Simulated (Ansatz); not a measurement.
A series at Si: from `N[Si](N)(N)O`, ligands are replaced one by one, each step taking up HCl and setting free NH₃; n counts the steps. Ansatz, PBE0-D4/def2-TZVP geometries. Each molecule was computed in one conformer, which needn't be the lowest.

```tsv
n	molecule	HOMO energy, ωB97M-V/def2-TZVPP (eV)
0	`N[Si](N)(N)O`	-9.21
1	`N[Si](N)(O)Cl`	-10.11
2	`N[Si](O)(Cl)Cl`	?
3	`O[Si](Cl)(Cl)Cl`	-11.56
```

Q: By hand: fit a straight line y = ȳ + b (n − n̄) to the 3 given rows and predict n = 2.

A: n̄ = 1.333, ȳ = -10.293; Σ(n − n̄)(y − ȳ) = -3.617, Σ(n − n̄)² = 4.667, so b = -0.775 eV a step. Prediction: -10.293 + (-0.775) × (0.667) = -10.81 eV.

Q: By hand: compare with the computed value, -10.56 eV, and give the steps along the whole series.

A: The line misses by 0.25 eV (computed minus predicted). Steps: -0.90, -0.45, -1.00 eV.

The steps differ by up to 0.55 eV without a steady trend. The highest orbital can change its character along such a series. The miss is 10.6 % of the series' range.
